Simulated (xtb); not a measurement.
BI3, charge +1, doublet, at a GFN2-xTB geometry (a state made from the parent by changing its charge; the spin is typed, not shown lowest).

xtb was given this input:
```
$ xtb mol.xyz --gfn 2 --chrg 1 --uhf 1 --gbsa acetonitrile --json

# file mol.xyz
4

B     -0.00000000    -0.00000000     0.00000000
I      1.99488066    -0.34903250    -0.59774679
I     -0.74075778    -0.87953152     1.77098164
I     -1.25412288     1.22856402    -1.17323485
```

Task: What does this run give for the partial charges in atom order, total energy?

Result: 
```yaml
partial_charges_in_atom_order: B1 0.39, I2 0.20, I3 0.20, I4 0.20
total_energy: -12.2937 Eh
```
